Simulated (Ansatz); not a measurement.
`[CH3][Al][Br]` radical at its PBE0-D4/def2-TZVP geometry, where that method's forces vanish. The species carries charge 0 and has multiplicity 2.

```xyz
6

C    -0.6173   -0.3450    0.1523
Al    0.4856    1.2756    0.0194
Br    2.6389    1.0332   -0.7129
H    -0.9588   -0.4889    1.1812
H    -0.0433   -1.2207   -0.1601
H    -1.5051   -0.2541   -0.4798
```

(1) What forces (eV/Å) does ωB97M-V/def2-TZVPP give on these atoms in the Gaussian-basis code of Ansatz? (Best estimate.)

Answers

(1) The calculation gave: 
```
C1  -0.057 -0.077  0.008
Al2 -0.032  0.040  0.016
Br3  0.032 -0.018 -0.013
H4   0.026  0.006 -0.080
H5  -0.038  0.061  0.021
H6   0.069 -0.012  0.049
```
